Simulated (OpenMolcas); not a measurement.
# C2H6Te (dimethyl telluride): the vertical ionisation energy, rung by rung

C2H6Te has 9 atoms, charge 0, and is taken as a singlet. As SMILES, `C[Te]C`. The coordinates come from a PBE0-D4/def2-TZVP relaxation.

Each level gives the vertical ionisation energy (to the doublet cation) (eV). The values are calculated.

```json
{"level": "HF/def2-SVP (core potential)", "kind": "Hartree–Fock", "program": "OpenMolcas", "value (eV)": "6.90", "less CCSD(T)/def2-SVP": "-0.66", "CPU time (all runs)": "16 s"}
{"level": "BLYP/def2-SVP (core potential)", "kind": "GGA", "program": "OpenMolcas", "value (eV)": "7.56", "less CCSD(T)/def2-SVP": "0.00", "CPU time (all runs)": "76 s"}
{"level": "PBE/def2-SVP (core potential)", "kind": "GGA", "program": "OpenMolcas", "value (eV)": "7.68", "less CCSD(T)/def2-SVP": "+0.12", "CPU time (all runs)": "76 s"}
{"level": "M06-L/def2-SVP (core potential)", "kind": "meta-GGA", "program": "OpenMolcas", "value (eV)": "7.66", "less CCSD(T)/def2-SVP": "+0.10", "CPU time (all runs)": "1.7 min"}
{"level": "TPSS/def2-SVP (core potential)", "kind": "meta-GGA", "program": "OpenMolcas", "value (eV)": "7.73", "less CCSD(T)/def2-SVP": "+0.17", "CPU time (all runs)": "1.9 min"}
{"level": "B3LYP/def2-SVP (core potential)", "kind": "global hybrid", "program": "OpenMolcas", "value (eV)": "7.80", "less CCSD(T)/def2-SVP": "+0.24", "CPU time (all runs)": "78 s"}
{"level": "BHLYP/def2-SVP (core potential)", "kind": "global hybrid", "program": "OpenMolcas", "value (eV)": "7.72", "less CCSD(T)/def2-SVP": "+0.16", "CPU time (all runs)": "68 s"}
{"level": "CCSD(T)/def2-SVP (core potential), open shells restricted", "kind": "coupled cluster or CI", "program": "OpenMolcas", "value (eV)": "7.56", "less CCSD(T)/def2-SVP": "0.00", "CPU time (all runs)": "2.6 min"}
```

CCSD(T)/def2-SVP (core potential), open shells restricted is the highest level here, not the true value. Spin-orbit coupling, which can split open shells on such heavy atoms by tenths of an eV, is left out. The values span 6.90 to 7.80 eV. In the correlated wave-function rows the outer d shell of Te is correlated, in sets not made for it. Times are those of the runs behind each value, whatever else they computed, on shared processors of several kinds: orders of magnitude only.
